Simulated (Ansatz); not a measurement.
Geometry optimisation, Ansatz, RKS LDA/def2-SVP.

Input file:

```yaml
crystal:
  periodic: [false, false, false]
  atoms:
    - { symbol: Al, position_ang: [0.016979, -0.08697, -0.057813] }
    - { symbol: O, position_ang: [0.012463, -0.35418, 1.674051] }
    - { symbol: H, position_ang: [-0.836578, -0.554714, 2.106583] }
    - { symbol: "N", position_ang: [1.529399, -0.19628, -0.924855] }
    - { symbol: H, position_ang: [2.433625, -0.341752, -0.468475] }
    - { symbol: H, position_ang: [1.648136, 0.043298, -1.911884] }
    - { symbol: F, position_ang: [-1.437395, 0.082737, -0.835809] }
    - { symbol: Cl, position_ang: [0.143971, 2.988335, 1.43729] }
    - { symbol: H, position_ang: [0.195601, 1.799427, 2.062512] }
basis:
  gaussian: { orbitals: def2-SVP }
hamiltonian:
  xc: lda
relax:
  f_tol: 0.03
  max_steps: 50
```

Launched with:

```bash
$ ansatz run input.yaml --threads 2 --pin off --max-ram 3072MiB --backend cpu --events-out ev --progress --plain --runs-dir out
```

Problem. Where does it end, and by what steps?

Solution. The forces met the threshold. After 22 steps the energy has fallen by 1.433 eV; H9 moved furthest, 1.15 Å. Parted: Cl8–H9 (1.34 → 2.43 Å). Joined: Al1–Cl8 (3.42 → 2.14 Å), O2–H9 (2.20 → 0.99 Å).

| step | energy less start (eV) | largest force component (eV/Å) | accepted |
| --- | --- | --- | --- |
| 0 | 0.0000 | 0.977 | yes |
| 1 | -0.2324 | 0.539 | yes |
| 2 | -0.3967 | 1.145 | yes |
| 3 | -0.5512 | 1.203 | yes |
| 4 | -0.6707 | 1.522 | yes |
| 5 | -1.0030 | 1.840 | yes |
| 6 | -1.1888 | 1.206 | yes |
| 7 | -1.2880 | 0.831 | yes |
| 8 | -1.2780 | 1.145 | no |
| 9 | -1.3114 | 1.174 | yes |
| 10 | -1.3265 | 0.908 | yes |
| 11 | -1.3558 | 0.587 | yes |
| 12 | -1.3699 | 0.323 | yes |
| 13 | -1.3860 | 0.251 | yes |
| 14 | -1.3903 | 0.780 | yes |
| 15 | -1.4128 | 0.245 | yes |
| 16 | -1.4222 | 0.106 | yes |
| 17 | -1.4263 | 0.081 | yes |
| 18 | -1.4235 | 0.636 | no |
| 19 | -1.4310 | 0.084 | yes |
| 20 | -1.4315 | 0.269 | yes |
| 21 | -1.4332 | 0.035 | yes |
| 22 | -1.4333 | 0.012 | yes |

```xyz
9
Properties=species:S:1:pos:R:3
Al 0.239 0.655 0.048
O -0.105 -0.117 1.817
H -1.053 -0.337 1.634
N 1.591 0.006 -0.868
H 2.510 0.448 -0.929
H 1.528 -0.796 -1.500
F -1.333 0.191 -0.354
Cl 0.439 2.605 0.897
H -0.110 0.726 2.337
```

The run took 31 s on 2 threads of Intel(R) Xeon(R) CPU @ 2.60GHz (Ice Lake), on a shared host, peak memory 0.19 GiB.
